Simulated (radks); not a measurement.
Values are calculated unless marked as measured or tabulated.
Valence configurations of neutral barium (all share [Xe]). Level of theory: Dirac Kohn-Sham, PBEsol, spin-unpolarised, spherical densities, finite nucleus; open shells fill j = l - 1/2 first; Fermi nuclear charge, rms radius 4.8378 fm (a radial shooting solver on a logarithmic mesh with Libxc functionals). Energies are relative to 6s2; eigenvalues in eV.

[
 {"valence": "6s2", "E (eV)": "0.000", "e(4f5/2)": "-", "e(5d3/2)": "-", "e(6p1/2)": "-", "e(6s1/2)": "-3.246"},
 {"valence": "6s1 6p1", "E (eV)": "1.945", "e(4f5/2)": "-", "e(5d3/2)": "-", "e(6p1/2)": "-1.790", "e(6s1/2)": "-3.763"},
 {"valence": "5d2", "E (eV)": "2.747", "e(4f5/2)": "-", "e(5d3/2)": "-0.965", "e(6p1/2)": "-", "e(6s1/2)": "-"},
 {"valence": "4f2", "E (eV)": "8.803", "e(4f5/2)": "-0.471", "e(5d3/2)": "-", "e(6p1/2)": "-", "e(6s1/2)": "-"},
 {"valence": "4f0.5 6s1.5", "E (eV)": "1.946", "e(4f5/2)": "-0.257", "e(5d3/2)": "-", "e(6p1/2)": "-", "e(6s1/2)": "-4.616"},
 {"valence": "4f1 6s1", "E (eV)": "4.189", "e(4f5/2)": "-0.335", "e(5d3/2)": "-", "e(6p1/2)": "-", "e(6s1/2)": "-4.910"},
 {"valence": "6s1.5 6p0.5", "E (eV)": "0.966", "e(4f5/2)": "-", "e(5d3/2)": "-", "e(6p1/2)": "-1.572", "e(6s1/2)": "-3.517"},
 {"valence": "5d1 6p1", "E (eV)": "3.017", "e(4f5/2)": "-", "e(5d3/2)": "-2.085", "e(6p1/2)": "-1.534", "e(6s1/2)": "-"},
 {"valence": "4f1 6p1", "E (eV)": "6.308", "e(4f5/2)": "-0.267", "e(5d3/2)": "-", "e(6p1/2)": "-2.790", "e(6s1/2)": "-"}
]

NIST lists [Xe] 6s2 as the ground configuration; this level of theory agrees among the configurations tried. The energies are those of spherical spin-averaged densities, not of single terms.
